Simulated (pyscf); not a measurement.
Structures and frequencies: ωB97X-D3(BJ)/def2-SVP in PySCF. Correlated levels are frozen-core, on RHF or UHF. ΔMP2 is the change of the MP2 total energy from the triple- to the quadruple-zeta basis.

### Question
Estimate the classical barrier height and the reaction energy of HO–SiH•–OH → •O–SiH₂–OH at CCSD(T)/def2-TZVPP + ΔMP2(QZVPP). The step runs on the doublet surface, breaks H–O and forms H–Si; take the reactant's lowest minimum found as zero.

### Answer
ΔE‡ = 1.81 eV, ΔE = +1.12 eV. Zero-point energy shifts the barrier by -0.13 eV. It is a hydrogen shift, with an imaginary mode of 1625i cm⁻¹. One saddle was located; it need not be the lowest between these sides. The CCSD(T) − MP2 part came from Ansatz, without density fitting, on the same reference.
